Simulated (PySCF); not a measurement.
## Electric field gradients and quadrupole coupling constants

Species: SiHMe2(OtBu), C6H16OSi.
Structure used (PBE0-D3(BJ)/def2-SVP), in Å, numbered top down from 1:
```xyz
24
C6H16OSi angstrom
Si     0.578    1.409   -0.161
H      0.584    1.725    1.308
C      2.337    1.091   -0.727
H      2.934    2.016   -0.681
H      2.340    0.736   -1.770
H      2.840    0.333   -0.109
C     -0.171    2.825   -1.121
H     -0.184    2.589   -2.196
H      0.408    3.751   -0.979
H     -1.207    3.012   -0.801
O     -0.400    0.088   -0.462
C     -0.669   -1.068    0.317
C     -1.625   -0.692    1.447
C     -1.329   -2.063   -0.630
C      0.625   -1.651    0.880
H     -1.907   -1.575    2.040
H     -1.158    0.039    2.126
H     -2.538   -0.241    1.031
H     -2.236   -1.617   -1.066
H     -1.607   -2.990   -0.107
H     -0.644   -2.313   -1.453
H      1.123   -0.933    1.551
H      1.320   -1.904    0.065
H      0.426   -2.565    1.460
```

Field gradients from the PBE0/pcSseg-1 density (PySCF, non-relativistic), principal values in atomic units, ordered |Vxx| ≤ |Vyy| ≤ |Vzz|:

```
atom      Vxx      Vyy     Vzz
 O11  -0.5190  -1.2101  1.7291
```

Task: Find the asymmetry η = (Vxx − Vyy)/Vzz and the couplings χ = eQV/h (234.96 MHz × Q in barn × V in au), with Q(17O) = −0.0256 b.

Result: 
```
atom                environment  nucleus     η  χzz (MHz)  χxx (MHz)  χyy (MHz)
 O11  oxygen bonded to C and Si      17O  0.40     -10.40       3.12       7.28
```

Task: What is Vzz at O11 in SI units (1 au = 9.71736 × 10²¹ V/m²)?

Result: 1.7291 au = 16.802 × 10²¹ V/m².

Task: And the gradient at the other heavy atoms, for which no coupling is worked out here?

Result: 
```
atom                     environment  Vzz (au)     η
 Si1  silicon bonded to 2 C, O and H     0.495  0.27
  C3     carbon bonded to Si and 3 H    -0.102  0.11
  C7     carbon bonded to Si and 3 H    -0.094  0.15
 C12      carbon bonded to 3 C and O     0.392  0.07
 C13      carbon bonded to C and 3 H     0.034  0.52
 C14      carbon bonded to C and 3 H     0.043  0.50
 C15      carbon bonded to C and 3 H     0.026  0.58
```

Were the hydrogens deuterons (Q(2H) = 0.00286 b), χzz would run from 91 kHz (H2) to 202 kHz (H6 and H10).

Isolated species at its PBE0-D3(BJ)/def2-SVP geometry (one conformer only). These gradients aren't converged with respect to the basis.
